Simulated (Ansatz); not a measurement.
Basis-set extrapolation for CH6OSSi (`OCS[SiH3]`) (PBE0-D4/def2-TZVP geometry, frozen core, Ansatz 0.2.0). Multiplicity 1, RHF reference.

|  | def2-TZVPP | def2-QZVPP |
| --- | --- | --- |
| HF | -802.765973 | -802.791927 |
| MP2 correlation | -0.720039 | -0.776677 |
| CCSD(T) correlation | -0.798393 | not run |

Energies in hartree. Use E(X) = E(∞) + A·exp(−7.88·√X) for Hartree–Fock and E(X) = E(∞) + B·X^(−2.97) for correlation, with X = 3 and 4, and add CCSD(T) minus MP2 of the smaller set to the MP2 limit.

Q: What is the CCSD(T) energy at the basis-set limit?

A: HF limit: -802.791927 + (-0.025954) × 0.13774 = -802.79550. MP2 limit: -0.776677 + (-0.056638) × 0.74074 = -0.81863. Higher-order term: -0.798393 − (-0.720039) = -0.07835. Total: -803.69248 hartree, 336.4 kJ/mol below CCSD(T)/def2-TZVPP.
